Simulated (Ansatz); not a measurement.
A made-up structure of AlB₂H₄Cl, closed shell:

```
atom    x (Å)    y (Å)    z (Å)
  B1  -1.0022   1.0783   0.5107
 Al2   0.3859   0.4402  -0.5832
  B3   0.8418  -1.2522   0.0716
 Cl4  -0.1806  -2.5605  -0.6478
  H5  -2.1909   0.8142   0.2193
  H6  -0.6669   1.7178   1.4878
  H7   1.0959   1.2079  -1.9555
  H8   1.7170  -1.4456   0.8970
```

It is relaxed with PBE-D4/def2-SVP and then PBE0-D4/def2-TZVP (Ansatz 0.2.0). Atoms count as bonded within 1.22 times the sum of their covalent radii (H–H: 0.88 Å). The end point is not checked to be a true minimum.

(1) Does its bonding change? (Judge from chemistry; the calculation decides.)

## Answers

(1) By the calculation: No: no bond forms or breaks.

Where it ends: The first stage lowers the energy by 1.10 eV in 14 steps. It ends as AlB₂H₄Cl ([BH2][AlH][BH][Cl]):
```
8
angstrom
B -1.1837 1.3816 0.5545
Al 0.3501 0.4216 -0.5378
B 1.0271 -1.5319 -0.0140
Cl 0.1872 -2.9065 -0.7118
H -2.3476 1.2318 0.3035
H -0.9617 2.1019 1.4886
H 1.0078 1.1360 -1.8063
H 1.9208 -1.8345 0.7232
```

Labels in which every atom is bracketed show which atoms are joined, not bond orders.

For scale, one of the runs: PBE0-D4/def2-TZVP relaxation, 160 basis functions, launched by `ansatz run in.yaml --threads 2 --pin off --events-out ev --progress --plain --max-ram 4352MiB`. The run took about 27 s on 2 CPU threads of an Arm Neoverse V2 (shared host).
